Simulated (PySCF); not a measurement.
**Radial density of Co (cobalt, neutral)**

BP86, [Ar] 3d8 4s1, high-spin 4F determinant (an excited configuration). All numbers are calculated (PySCF 2.14, no relativity, point nucleus, in aug-cc-pVTZ with one added diffuse shell each of s, p, d, f, g type (9s8p6d4f3g, 118 functions)).

| r (bohr) | 4πr²ρ (e/bohr) | 4πr²(ρα − ρβ) |
| --- | --- | --- |
| 0.000997 | 0.1581 | 0.0001 |
| 0.00168 | 0.4310 | 0.0001 |
| 0.00282 | 1.147 | 0.0004 |
| 0.00474 | 2.924 | 0.0009 |
| 0.00798 | 6.950 | 0.0022 |
| 0.0134 | 14.68 | 0.0045 |
| 0.0226 | 25.48 | 0.0072 |
| 0.0380 | 32.38 | 0.0068 |
| 0.0639 | 27.97 | 0.0025 |
| 0.107 | 27.20 | 0.0245 |
| 0.181 | 36.50 | 0.1573 |
| 0.304 | 21.38 | 0.6434 |
| 0.511 | 16.13 | 1.6082 |
| 0.860 | 15.63 | 1.5772 |
| 1.45 | 4.463 | 0.8399 |
| 2.43 | 1.126 | 0.5429 |
| 4.09 | 0.2510 | 0.1817 |
| 6.88 | 0.01341 | 0.0108 |
| 11.6 | 7.355e-05 | 0.0000 |
